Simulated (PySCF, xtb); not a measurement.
C₃H₆BFO₂, SMILES OB(O)[C@@H]1C[C@@H]1F.

GFN2-xTB (xtb 6.7.1) at its own geometry gives an orbital gap of 6.68 eV and a dipole moment of 2.84 D.

The structure is a stationary point at B3LYP-D3(BJ)/def2-SVP. The structure was generated by enumeration; whether it is a known compound was not checked. One conformer was computed; it need not be the lowest.

**Question.** What does CAM-B3LYP/def2-TZVP (PySCF) give? (An estimate is asked for; the answer gives what the named calculation found.)

**Answer.** gap 10.98 eV (levels -9.56 and 1.42 eV), dipole 2.45 D.
